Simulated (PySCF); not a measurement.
O₄Pt, SMILES [O]=[Pt+2](=[O])(=[O])=[O], charge +2, multiplicity 1.

Coordinates come from a B3LYP-D3(BJ)/def2-SVP optimisation. The spin state was assumed, not searched. The def2 effective core potentials stand for the cores of Pt; spin–orbit coupling is left out.

Two levels are set side by side: PBE/def2-TZVP (PySCF) and PBE0/def2-TZVP (PySCF). Same geometry, gas phase. Differences are taken from unrounded values.

```tsv
quantity	PBE0	PBE	PBE minus PBE0
orbital gap (eV)	3.87	2.16	-1.71
highest occupied level (eV)	-24.95	-23.44	1.51
lowest empty level (eV)	-21.08	-21.28	-0.20
mean polarisability (bohr³)	42.7	42.1	-0.6
```

Without exact exchange PBE keeps part of each electron's self-repulsion, which lifts occupied levels and narrows the gap. Differences between two approximate levels are no errors against the true value.

Rough cost on one machine, each run with all the roots and properties that it gave: PBE0 against PBE within a factor of 2.
